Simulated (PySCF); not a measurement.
Ionisation energy of W⁶¹⁺ by level of theory

W⁶¹⁺ [Ne] 3s2 3p1 (2P) → W⁶²⁺ [Ne] 3s2 (1S), as a difference of total energies. Computed with PySCF 2.14 in an even-tempered Gaussian basis (17 s from 16 bohr⁻², ratio 2.5; 12 p from 21 bohr⁻², ratio 2.5; 4 d from 81 bohr⁻², ratio 2.7; 4 f from 120 bohr⁻², ratio 2.7), with scalar relativity by spin-free X2C-1e. Correlated levels: outer shells: 1s2 frozen; virtual orbitals above 40 to 60 times the deepest correlated orbital energy dropped. The calculations carry no spin-orbit coupling.

```csv
method,ionisation energy (eV)
UHF,6475.9
LDA,6477.4
PBE,6479.3
PBE0,6478.8
r2SCAN,6478.6
MN15,6496.0
TPSSh,6479.2
MP2 (outer shells),6476.6
SCS-MP2 (outer shells),6476.4
```

A first-order spin-orbit estimate (lowest level to lowest level, LS coupling) adds 224.2 eV.

Breit and QED terms and the two-electron picture change are absent.

First order in ζ underestimates the shift of j = l − 1/2 levels at high Z.

For comparison: 6735 ± 7 eV (semi-empirical (NIST evaluation); NIST Atomic Spectra Database, ionization energies).
